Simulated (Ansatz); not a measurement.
Geometry optimisation, RKS PBE-D4/6-31G* (Ansatz 0.2.0).

Input:

```yaml
crystal:
  periodic: [false, false, false]
  atoms:
    - { symbol: Al, position_ang: [0.414057, -0.630956, 0.12647] }
    - { symbol: F, position_ang: [1.334017, -0.517574, -1.342268] }
    - { symbol: "N", position_ang: [1.264674, -0.580537, 1.685922] }
    - { symbol: "N", position_ang: [-1.360225, -0.772336, -0.093038] }
    - { symbol: H, position_ang: [0.560023, 1.442619, -1.904712] }
    - { symbol: S, position_ang: [-0.278154, 2.444203, -1.518048] }
    - { symbol: H, position_ang: [2.238131, -0.295066, 1.779309] }
    - { symbol: H, position_ang: [0.810591, -0.616706, 2.596554] }
    - { symbol: H, position_ang: [-2.021114, -0.850221, 0.67923] }
    - { symbol: H, position_ang: [-1.767905, -1.1568, -0.945021] }
    - { symbol: H, position_ang: [-1.193993, 1.533374, -1.064399] }
basis:
  gaussian: { orbitals: "6-31G*" }
hamiltonian:
  xc: pbe
  dispersion: d4
relax:
  f_tol: 0.03
  max_steps: 50
output:
  orbitals: {}
```

Launched with:

```bash
$ ansatz run input.yaml --threads 2 --pin off --max-ram 3072MiB --backend cpu --events-out ev --progress --plain --runs-dir out
```

Q: Where does it end, and by what steps?

A: It converged. After 36 steps the energy has fallen by 1.647 eV; H11 moved furthest, 1.67 Å. Parted: S6–H11. Joined: Al1–S6, N4–H11.

| step | energy less start (eV) | largest force component (eV/Å) | accepted |
| --- | --- | --- | --- |
| 0 | 0.0000 | 1.181 | yes |
| 2 | -0.0685 | 0.639 | yes |
| 4 | -0.1540 | 0.867 | yes |
| 6 | -0.2403 | 0.751 | yes |
| 8 | -0.3015 | 0.305 | yes |
| 10 | -0.5292 | 1.265 | yes |
| 12 | -1.2945 | 0.630 | yes |
| 14 | -1.5039 | 0.185 | yes |
| 16 | -1.5532 | 0.324 | yes |
| 18 | -1.5831 | 0.196 | yes |
| 20 | -1.5946 | 0.102 | yes |
| 22 | -1.6046 | 0.337 | yes |
| 24 | -1.6141 | 0.090 | yes |
| 26 | -1.6246 | 0.153 | yes |
| 28 | -1.6277 | 0.133 | yes |
| 30 | -1.6372 | 0.305 | yes |
| 32 | -1.6448 | 0.069 | yes |
| 34 | -1.6424 | 0.397 | no |
| 36 | -1.6465 | 0.025 | yes |

```xyz
11
Properties=species:S:1:pos:R:3
Al 0.555 0.080 -0.205
F 1.208 -0.910 -1.412
N 0.936 -0.175 1.554
N -1.377 -0.617 -0.262
H 0.790 2.068 -2.019
S 0.271 2.238 -0.772
H 1.280 -1.082 1.877
H 1.496 0.548 2.012
H -1.643 -0.926 0.682
H -1.527 -1.388 -0.924
H -1.990 0.164 -0.530
```

The run took 57 s on 2 threads of Intel(R) Xeon(R) Platinum 8488C (Sapphire Rapids), on a shared host, peak memory 0.17 GiB.
